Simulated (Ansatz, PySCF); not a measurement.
Gas-phase reaction (SMILES): NB(F)F + N (NH3) -> NB(N)F + F (HF); ammonia cleaves one B-F bond, a model of a ligand-exchange step.

Geometries: B3LYP-D3(BJ)/def2-TZVP minima from Ansatz (a quantum-chemistry and plane-wave program), one conformer each, not searched for the lowest. Cores are frozen in the correlated levels unless marked. No spin-orbit coupling. Non-relativistic. CBS(X,Y): correlation extrapolated as X^-3; Hartree-Fock from the larger set. [CCSD(T)-MP2]/basis is that difference in the basis named. Thermal terms are rigid-rotor harmonic-oscillator values from B3LYP-D3(BJ) frequencies (Ansatz or PySCF) at 298.15 K and 1 atm. 1 Eh = 627.5095 kcal/mol.

```
species  E, RI-MP2/CBS(aug-cc-pVTZ,aug-cc-pVQZ)+[CCSD(T)-MP2]/aug-cc-pVTZ (Ansatz) (Eh)  E, PBE/def2-TZVPD (Ansatz) (Eh)  H - E (Eh)  G - E (Eh)
-------  ------------------------------------------------------------------------------  -------------------------------  ----------  ----------
NB(F)F                                                                       -280.45847                       -280.49360     0.04174     0.01090
N (NH3)                                                                       -56.50756                        -56.51037     0.03799     0.01614
NB(N)F                                                                       -236.55241                       -236.58941     0.06612     0.03359
F (HF)                                                                       -100.39388                       -100.39521     0.01259    -0.00713
```

Task: Work out ΔE and ΔH, ΔG, ΔS and the equilibrium constant at 298.15 K at the first level, then ΔH at the second.

Result: 
1. ΔE = [(-236.55241) + (-100.39388)] - [(-280.45847) + (-56.50756)] = 0.01974 Eh = 12.4 kcal/mol at RI-MP2/CBS(aug-cc-pVTZ,aug-cc-pVQZ)+[CCSD(T)-MP2]/aug-cc-pVTZ.
2. The terms H - E add up to -0.00102 Eh, so ΔH = (0.01974 + (-0.00102))×627.5095 = 11.7 kcal/mol.
3. The terms G - E add up to -0.00058 Eh, so ΔG = 12.0 kcal/mol, and ΔS = (-0.00102 - (-0.00058))×627509.5/298.15 = -0.9 cal/(mol K).
4. log10 K = -ΔG/(RT ln 10) = -8.8, with RT ln 10 = 1.3642 kcal/mol.
5. At PBE/def2-TZVPD the same steps give ΔE = 12.1 and ΔH = 11.5 kcal/mol, a shift of -0.2 from the first level.
6. These values are not checked against measurement here, since the tables used lack a sound gas-phase enthalpy of formation for at least one species.
